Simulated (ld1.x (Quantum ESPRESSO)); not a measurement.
## How hard is this carbon (C) ultrasoft potential?

C (Z = 6), ultrasoft, made with ld1.x (Quantum ESPRESSO) 7.5 (PBE, non-relativistic). Core [He], reference 2s1.75 2p2.25. Waves: 2s (bound): rcut 1.10, rcutus 1.40 bohr; 2s channel at 4.2 Ry: rcut 1.10, rcutus 1.40 bohr; 2p (bound): rcut 1.65, rcutus 2.30 bohr; 2p channel at 1.95 Ry: rcut 1.65, rcutus 2.30 bohr. Local part: all-electron potential smoothed inside 1.60 bohr (lloc = -1). Core correction: none. Augmentation charge: PSQ, inside the norm-conserving radii.

The pseudo-atom Hamiltonian at the reference potential is diagonalised in spherical Bessel functions j_l(qr) that vanish at 20 bohr, with q² up to the cutoff. All-electron valence levels (Ry): 2s -1.0185, 2p -0.3969.

How do the lowest levels (Ry) of each channel move with the cutoff, and are there ghosts?

| cutoff (Ry) | s #1 | s #2 | p #1 | p #2 | d #1 | f #1 | Σ f·Δε (mRy) |
| --- | --- | --- | --- | --- | --- | --- | --- |
| 8 | -1.0142 | -0.0154 | -0.3134 | 0.0341 | 0.0726 | 0.1171 | 195.4 |
| 10 | -1.0170 | -0.0155 | -0.3788 | 0.0321 | 0.0726 | 0.1171 | 43.5 |
| 12 | -1.0178 | -0.0156 | -0.3944 | 0.0317 | 0.0726 | 0.1171 | 6.9 |
| 15 | -1.0181 | -0.0156 | -0.3967 | 0.0316 | 0.0726 | 0.1171 | 1.1 |
| 18 | -1.0183 | -0.0156 | -0.3967 | 0.0316 | 0.0726 | 0.1171 | 0.9 |
| 21 | -1.0183 | -0.0156 | -0.3968 | 0.0316 | 0.0726 | 0.1171 | 0.6 |
| 25 | -1.0184 | -0.0156 | -0.3969 | 0.0316 | 0.0726 | 0.1171 | 0.3 |
| 400 | -1.0185 | -0.0156 | -0.3969 | 0.0316 | 0.0726 | 0.1171 | 0.0 |

Result: no extra level below or beside the all-electron valence levels (s, p, d, f tested); 10 mRy is reached at 12 Ry and 1 mRy at 18 Ry.

Its largest configuration-test error is +333 meV.
